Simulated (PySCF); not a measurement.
Level of theory: PySCF with PBE-D3(BJ)/def2-TZVP. All species are isolated molecules in the gas phase. One relaxed conformer stands for a flexible species; it need not be the lowest. Excitations are Tamm–Dancoff values on a coarser integration grid. The basis has no diffuse functions, so Rydberg states are missing or too high.

Reference species (SMILES): `[SnH]([OH])([OH])[OH]` (neutral, multiplicity 1).

```
Quantity               Result
-------------------  --------
T1 excitation (TDA)   4.68 eV
HOMO                 -7.07 eV
```

Changed species: `[OH][Sn]([OH])([OH])[OH]` (0 of 4 OH replaced by H; the reference has 1 of 4 OH replaced by H).

Problem. What does the change do to the T1 excitation (TDA) and HOMO?

Solution. the T1 excitation (TDA) decreases by 0.40 eV, to 4.28 eV; the HOMO decreases by 0.31 eV, to -7.38 eV.
